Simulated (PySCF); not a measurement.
# F⁺ (fluorine, charge +1) across methods

[He] 2s1 2p5, high-spin 3P determinant (an excited configuration). All numbers are calculated (PySCF 2.14, no relativity, point nucleus, in aug-cc-pVQZ (6s5p4d3f2g, 80 functions)). The B2PLYP total includes its PT2 part (frozen core); its orbital energies are those of the SCF part.

```csv
method,E (hartree),mean ε 2s α (eV),mean ε 2p α (eV),mean ε 2p β (eV),Σ⟨r²⟩ (bohr²),⟨S²⟩
r2SCAN,-98.3691,-51.509,-31.103,-26.634,7.365,2.004
HSE06,-98.3332,-53.168,-32.603,-27.899,7.396,2.003
PBE,-98.3376,-49.272,-30.103,-26.329,7.446,2.002
UHF,-98.04090,-66.029,-41.208,-32.799,7.359,2.009
LDA,-97.7748,-48.880,-30.188,-26.350,7.475,2.003
B2PLYP,-98.3532,-58.136,-36.065,-30.172,7.392,2.005
revPBE,-98.4053,-49.332,-30.069,-26.295,7.440,2.002
TPSSh,-98.4121,-51.804,-31.512,-27.209,7.390,2.003
PBE0,-98.3224,-53.628,-33.042,-28.294,7.396,2.003
```
